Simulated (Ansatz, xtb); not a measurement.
Two conformers of H4InNS2

Structure a is `[NH2][In]([SH])[SH]`, a singlet and structure b is `[NH2][In]([SH])[SH]`, a singlet. Both are isolated molecules in the gas phase, relaxed with PBE0-D4/def2-SVP.

a (Å):

```xyz
8

In   -0.7356   -0.6802    0.2694
N    -0.0559   -2.4510    0.9930
S    -2.7157   -0.5701   -1.0822
S     0.5219    1.3433    0.5591
H    -0.7537   -3.1742    1.1480
H     0.5485   -2.4041    1.8094
H    -2.9510   -1.8973   -0.9757
H     1.4902    0.7262    1.2730
```

b (Å):

```xyz
8

In   -0.0057    0.0255    0.0215
N    -0.9671    1.7695   -0.3296
S     2.3832   -0.0804   -0.2276
S    -1.2391   -1.8544    0.8726
H    -1.9602    1.7161   -0.5382
H    -0.5253    2.4196   -0.9736
H     2.4555   -1.3619    0.1937
H    -0.1412   -2.6340    0.9812
```

Problem. Which of the two would you expect CCSD(T)/def2-SVP + ΔMP2/def2-TZVPP electronic energies to favour?

Solution. CCSD(T)/def2-SVP + ΔMP2/def2-TZVPP gives E(b) − E(a) = −0.19 kcal/mol, slightly favouring structure b, which is too small a margin to settle the true order.

The same difference at several levels:

```tsv
level	geometry	E(b) − E(a) (kcal/mol)	departure from the last row (kcal/mol)	job, with rough time for the two
PBE0-D4/def2-SVP	PBE0-D4/def2-SVP	−0.62	−0.43	optimisation, 17 s
HF/def2-SVP	PBE0-D4/def2-SVP	−0.51	−0.32	part of the CCSD(T) run
MP2/def2-SVP	PBE0-D4/def2-SVP	−0.52	−0.33	part of the CCSD(T) run
CCSD(T)/def2-SVP	PBE0-D4/def2-SVP	−0.47	−0.28	single point
CCSD(T)/def2-SVP + ΔMP2/def2-TZVPP	PBE0-D4/def2-SVP	−0.19		single point, 9.1 s
```

The largest departure from CCSD(T)/def2-SVP + ΔMP2/def2-TZVPP is that of PBE0-D4/def2-SVP, 0.43 kcal/mol. Levels run at GFN2-xTB geometries aren't shown. The last row adds to CCSD(T) the change of the MP2 difference between the two basis sets, here +0.28 kcal/mol.

With harmonic frequencies from PBE0-D4/def2-SVP (ideal gas, rigid rotor, one conformer each, 298.15 K, 1 atm): on the last row, ΔE + ΔZPE = −0.17, ΔH = −0.14, ΔG = −0.22 kcal/mol.

The correlated steps freeze 15 core orbitals; the filled d shell of In is correlated, in a basis made for valence electrons. Atoms past krypton carry core potentials in the def2 sets and no spin–orbit term is included. Programs: Ansatz 0.2.0; the last row on 2 threads of AMD EPYC 9B45 (Zen 5) on a shared host.
